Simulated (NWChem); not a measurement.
System: trimethylarsine (C3H9As); SMILES C[As](C)C

Computed with NWChem. Pople sets run with spherical d functions. All runs use the structure optimised with PBE-D3(BJ)/def2-SVP. Level M06-2X/6-31G*: energy and gradient on several grids; changes count from the extra-fine grid, which is no exact limit either.

Problem. Which is the coarsest grid (xfine; coarse; xcoarse; medium; fine) from which on the energy stays within 50 μHa and each gradient component within 100 μHa/bohr of xfine?

Solution. fine.
```tsv
grid	size of the energy change (μHa)	largest change of a gradient component (μHa/bohr)	time, medium = 1 (rough)
xcoarse	5000	2000	about 1
coarse	500	900	about 1
medium	100	100	about 1
fine	< 10	40	about 1
xfine	< 10	< 30	2
```
